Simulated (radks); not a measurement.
Results of a calculation; reference values are marked as such.
Problem. The table gives one normalised radial function P(r) = r R(r) (large component) of Xe52+ in [He] (r in bohr). Level of theory: Dirac Kohn-Sham, BLYP, spin-unpolarised, spherical densities, finite nucleus; Fermi nuclear charge, rms radius 4.7859 fm (a radial shooting solver on a logarithmic mesh with Libxc functionals).

| r | P |
|---|---|
| 0.00169 | 1.4693 |
| 0.002114 | 1.7644 |
| 0.002645 | 2.1065 |
| 0.003309 | 2.4970 |
| 0.004173 | 2.9497 |
| 0.005221 | 3.4249 |
| 0.006531 | 3.9207 |
| 0.008171 | 4.4097 |
| 0.01022 | 4.8511 |
| 0.01279 | 5.1913 |
| 0.016 | 5.3669 |
| 0.02018 | 5.3074 |
| 0.02525 | 4.9689 |
| 0.03158 | 4.3468 |
| 0.03951 | 3.4934 |
| 0.04943 | 2.5250 |
| 0.06185 | 1.5985 |
| 0.07737 | 0.8574 |
| 0.09758 | 0.3613 |

Which n and l does it have? It may be an empty orbital.

Solution. n = 1, l = 0: the number of nodes gives n - l - 1 = 0, the rise at small r points to l (this Dirac orbital starts outside the nucleus as r^gamma with gamma = sqrt((l + 1)^2 - (Z/c)^2) = 0.92; the j = 1/2 orbital of l + 1 starts with the same power, but with a smaller coefficient, and then steepens), and the extent must fit the shell. The curve is that of 1s1/2. 1s1/2: eigenvalue -40017 eV, 0 radial nodes, <r> = 0.0265 bohr, 90 % of the charge inside 0.0476 bohr.
